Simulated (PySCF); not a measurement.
Species: SnHMe2(OEt), C4H12OSn.
Bonds: Sn1–C3, Sn1–C7, Sn1–O11, O11–C12, C12–C13. Hydrogens: H2 on Sn1; H4, H5, H6 on C3; H8, H9, H10 on C7; H14, H15 on C12; H16, H17, H18 on C13.

Theory: PBE0-D3(BJ)/def2-SVP geometry optimisation, gas phase, def2 core potentials past Kr (PySCF 2.14.0).

Question: How far are the bound atoms from Sn1?

Answer: 4 atoms: H2 1.725 Å, O11 2.000 Å, C7 2.136 Å, C3 2.148 Å. The nearest atom not counted as bound is H8, at 2.70 Å (others tie with it).

Question: List the angles at Sn1.

Answer: 
```json
{"angle": "H2–Sn1–C7", "degrees": "113.6", "distance of the outer atoms (Å)": "3.24"}
{"angle": "C3–Sn1–C7", "degrees": "113.3", "distance of the outer atoms (Å)": "3.58"}
{"angle": "H2–Sn1–C3", "degrees": "112.0", "distance of the outer atoms (Å)": "3.22"}
{"angle": "C3–Sn1–O11", "degrees": "107.7", "distance of the outer atoms (Å)": "3.35"}
{"angle": "H2–Sn1–O11", "degrees": "106.9", "distance of the outer atoms (Å)": "3.00"}
{"angle": "C7–Sn1–O11", "degrees": "102.5", "distance of the outer atoms (Å)": "3.23"}
```

Question: What is the shape at Sn1?

Answer: Distorted tetrahedral: angles from 102.5° to 113.6°; τ4 = (360° − α − β)/141° = 0.94 with α and β the two widest (0 for a square, 1 for a tetrahedron).

Question: What are the other bond lengths?

Answer: C3–H4 and 5 like bonds 1.099 Å; O11–C12 1.397 Å; C12–C13 1.514 Å; C12–H14, C12–H15 1.112 Å; C13–H16, C13–H17, C13–H18 1.101 Å.

Question: Give some angles away from the centre.

Answer: Sn1–O11–C12 121.3°, O11–C12–C13 109.3°.

Question: What are the rotational constants (commonest isotopes, rigid rotor)?

Answer: A = 3494, B = 1114, C = 949.6 MHz: an asymmetric top.

Point group: C1 (no symmetry element, even within 0.4 Å). Charge 0, singlet. PBE0-D3(BJ)/def2-SVP frequencies: not computed here.

Hardware: an Intel Xeon at 2.50 GHz with one thread, shared host with 64 logical CPUs at a one-minute load of 56. Cost: 6.4 min, 0.62 GiB resident at most. These figures are those of the optimisation.

One conformer stands for the species.
